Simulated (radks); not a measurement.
Species: the titanium ion Ti+. Configuration: [Ar] 3d(up 1, down 1) 4s(up 0.75, down 0.25) (fractional occupations, a model configuration).

Method: scalar-relativistic Kohn-Sham, BLYP, spin-polarised, spherical densities, point nucleus; computed with a radial shooting solver on a logarithmic mesh with Libxc functionals.

Energy parts (hartree):
total: -853.56682
kinetic: 860.81256
electron-nucleus: -2023.52967
Hartree: 351.18490
exchange-correlation: -42.03461

Orbitals (lengths in bohr, moments of r in powers of bohr; r(max) is where P^2 peaks; r(90%) holds 90 % of the orbital's charge):
| orbital | occ. | eigenvalue (hartree) | <r> | <1/r> | r(max) | r(90%) |
|---|---|---|---|---|---|---|
| 1s up | 1 | -179.2725 | 0.06959 | 21.80 | 0.04555 | 0.124 |
| 1s down | 1 | -179.2717 | 0.06959 | 21.80 | 0.04555 | 0.124 |
| 2s up | 1 | -19.99805 | 0.3250 | 4.546 | 0.2689 | 0.505 |
| 2s down | 1 | -19.99749 | 0.3250 | 4.545 | 0.2689 | 0.505 |
| 2p up | 3 | -16.60030 | 0.2899 | 4.451 | 0.2194 | 0.477 |
| 2p down | 3 | -16.59972 | 0.2899 | 4.451 | 0.2194 | 0.477 |
| 3s up | 1 | -2.56106 | 1.007 | 1.397 | 0.8685 | 1.51 |
| 3s down | 1 | -2.55966 | 1.007 | 1.397 | 0.8686 | 1.51 |
| 3p up | 3 | -1.69022 | 1.086 | 1.264 | 0.9004 | 1.68 |
| 3p down | 3 | -1.68852 | 1.086 | 1.265 | 0.9005 | 1.68 |
| 3d up | 1 | -0.41742 | 1.533 | 0.8877 | 0.9759 | 2.68 |
| 3d down | 1 | -0.41279 | 1.517 | 0.8942 | 0.9743 | 2.65 |
| 4s up | 0.75 | -0.38770 | 3.166 | 0.4113 | 2.732 | 4.68 |
| 4s down | 0.25 | -0.37485 | 3.186 | 0.4098 | 2.726 | 4.73 |

The highest occupied level is 4s down at -10.200 eV. Spin moment in Bohr magnetons: 0.5. The density falls to 0.001 e/bohr^3 at r = 4.19 bohr. Summed over all electrons, <r^2> = 29.13 bohr^2, which gives a Langevin (diamagnetic) susceptibility term of -23.1 x 10^-6 cm^3/mol.
